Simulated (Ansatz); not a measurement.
Born–Oppenheimer molecular dynamics of ClF2Si (4 atoms, charge -1, multiplicity 1). It starts from a relaxed structure.

Method: UKS PBE0/def2-SVP (Ansatz).

| Quantity | Value |
| --- | --- |
| ensemble | NVT, Langevin thermostat |
| time step | 1 fs |
| steps asked | 122 |
| set temperature | 2000 K |
| friction | 0.005 /fs |
| seed | 597947 |

First frame:

```xyz
4
Properties=species:S:1:pos:R:3
F 1.253 0.176 0.842
Si 0.344 -0.497 -0.400
F -0.897 -1.089 0.565
Cl -0.700 1.410 -1.006
```

Question: How far do the bonds stretch over the last three quarters of this one trajectory? (Pairs bonded in most of those frames.)

Answer: 
```tsv
bond	mean (Å)	spread (Å)	shortest	longest
F1–Si2	1.688	0.061	1.59	1.79
Si2–F3	1.694	0.064	1.61	1.83
Si2–Cl4	2.307	0.051	2.23	2.39
```

Mean temperature of the second half: 1259 K. The mean temperature of the second half is 37 % below the set value. A run of 0.12 ps of so small a system gives no equilibrium averages. Limits of this set-up: an anion without diffuse functions, the dipole of an ion depends on the origin.

The run took 17 min on 1 CPU thread of a shared host.
